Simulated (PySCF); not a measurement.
## Spin-rotation constants: `C/C=C\[P@H](=S)CP`, C₄H₁₀P₂S

Molfile (atoms numbered from 1):
```
C4H10P2S
     RDKit          3D

 17 16  0  0  0  0  0  0  0  0999 V2000
   -2.7033   -0.1558    0.1795 C   0  0  0  0  0  0  0  0  0  0  0  0
   -1.7826    0.8977   -0.3148 C   0  0  0  0  0  0  0  0  0  0  0  0
   -0.4642    0.7616   -0.4028 C   0  0  0  0  0  0  0  0  0  0  0  0
    0.4190   -0.7193    0.1424 P   0  0  2  0  0  5  0  0  0  0  0  0
    0.4557   -1.0659    2.0440 S   0  0  0  0  0  0  0  0  0  0  0  0
    2.0585   -0.5656   -0.6905 C   0  0  0  0  0  0  0  0  0  0  0  0
    3.2358    0.6267    0.1320 P   0  0  0  0  0  0  0  0  0  0  0  0
   -3.3908   -0.4606   -0.6097 H   0  0  0  0  0  0  0  0  0  0  0  0
   -3.2998    0.2314    1.0048 H   0  0  0  0  0  0  0  0  0  0  0  0
   -2.1451   -1.0243    0.5294 H   0  0  0  0  0  0  0  0  0  0  0  0
   -2.2445    1.8281   -0.6248 H   0  0  0  0  0  0  0  0  0  0  0  0
    0.1644    1.5719   -0.7539 H   0  0  0  0  0  0  0  0  0  0  0  0
   -0.1343   -1.7427   -0.6425 H   0  0  0  0  0  0  0  0  0  0  0  0
    1.9030   -0.2664   -1.7321 H   0  0  0  0  0  0  0  0  0  0  0  0
    2.5338   -1.5534   -0.6885 H   0  0  0  0  0  0  0  0  0  0  0  0
    3.1137    0.0556    1.3966 H   0  0  0  0  0  0  0  0  0  0  0  0
    2.2736    1.5930    0.4377 H   0  0  0  0  0  0  0  0  0  0  0  0
  1  2  1  0
  2  3  2  0
  3  4  1  0
  4  5  2  0
  4  6  1  0
  6  7  1  0
  1  8  1  0
  1  9  1  0
  1 10  1  0
  2 11  1  0
  3 12  1  0
  4 13  1  6
  6 14  1  0
  6 15  1  0
  7 16  1  0
  7 17  1  0
M  END
```

Theory: GIAO PBE0/pcSseg-1 magnetisability, rotational g tensor and spin-rotation constants, non-relativistic, gas phase (PySCF 2.14.0). Geometry: GFN2-xTB.

Q: Give the nuclear spin-rotation constants along the inertial axes (H = +C I·J) beside the isotropic shieldings.

A: Rotational constants 2.2334, 0.8909, 0.7258 GHz. A star marks the isotopologue with that one atom substituted, in its own axes.
```
atom  isotope  Caa (kHz)  Cbb (kHz)  Ccc (kHz)  mean (kHz)  σ (ppm)
  P4      31P      3.694      1.152      1.209       2.018    336.5
  P7      31P      2.424      0.945      0.703       1.357    540.6
  H8       1H     -0.105     -0.080     -0.042      -0.076     29.8
  H9       1H     -0.138     -0.083     -0.025      -0.082     29.6
 H10       1H     -0.140     -0.024     -0.057      -0.073     28.5
 H11       1H     -0.170      0.018     -0.036      -0.062     24.8
 H12       1H     -0.081     -0.011     -0.059      -0.050     26.0
 H13       1H     -0.117     -0.080      0.036      -0.053     23.8
 H14       1H     -0.237     -0.001     -0.071      -0.103     30.0
 H15       1H     -0.178     -0.072     -0.035      -0.095     30.2
 H16       1H     -0.217      0.023     -0.068      -0.087     28.0
 H17       1H     -0.095     -0.094     -0.032      -0.074     29.5
  C1     13C*      0.367      0.123      0.101       0.197    164.5
  C2     13C*      0.849      0.387      0.174       0.470     29.7
  C3     13C*      0.713      0.326      0.181       0.407     57.3
  S5     33S*      0.245      0.126      0.108       0.160    765.6
  C6     13C*      0.326      0.114      0.115       0.185    166.8
```
For the geometry as given, no vibrational averaging.

Q: How do the rotational constants and the g tensor change when H8, H9, H10, H11, H12, H13, H14, H15, H16, H17 are replaced by deuterium?

A: Constants 1.9933, 0.7857, 0.6554 GHz; g -0.0230, -0.0053, -0.0054, against -0.0254, -0.0060, -0.0059 before.
